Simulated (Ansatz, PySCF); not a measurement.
Dimer: HCl (SMILES Cl) (first 2 atoms) with CH4 (SMILES C); geometry from B3LYP-D3(BJ)/def2-TZVP, rigid monomers moved along the line of their centres of mass till H2···C3 is 2.90 Å.
(charge 0, multiplicity 1):
```xyz
7

Cl    -0.4127    -0.3469    -0.4821
H     -0.2910    -0.2431     0.7911
C     -0.0071     0.0031     3.6618
H     -0.9374     0.4789     3.3517
H      0.0941     0.0943     4.7420
H     -0.0225    -1.0537     3.3952
H      0.8398     0.4951     3.1835
```

Interaction energies are E(AB) − E(A) − E(B) at the monomers' geometry in the complex; basis-set methods are counterpoise corrected.

Frozen-core correlation. CBS: X⁻³ extrapolation of the correlation energy, Hartree–Fock from the larger set.

The values were computed with Ansatz (a program for electronic structure); PySCF for the dispersion terms. 

PBE/def2-TZVPPD gives -0.73 kcal/mol for the interaction energy.

### Question
Predict the shift from PBE, with its sign, for: PBE-D3(BJ)/def2-TZVPPD, r2SCAN/def2-TZVPPD, PBE0/def2-TZVPPD, wB97M-V/def2-TZVPPD, MP2/CBS(aug-cc-pV(D+d)Z, aug-cc-pV(T+d)Z), CCSD(T)/CBS(aug-cc-pV(D+d)Z, aug-cc-pV(T+d)Z).

### Answer
PBE-D3(BJ)/def2-TZVPPD -0.49; r2SCAN/def2-TZVPPD -0.08; PBE0/def2-TZVPPD 0.08; wB97M-V/def2-TZVPPD -0.13; MP2/CBS(aug-cc-pV(D+d)Z, aug-cc-pV(T+d)Z) -0.30; CCSD(T)/CBS(aug-cc-pV(D+d)Z, aug-cc-pV(T+d)Z) -0.25 kcal/mol. 1 of 6 lie above PBE; the widest gap is to PBE-D3(BJ)/def2-TZVPPD.
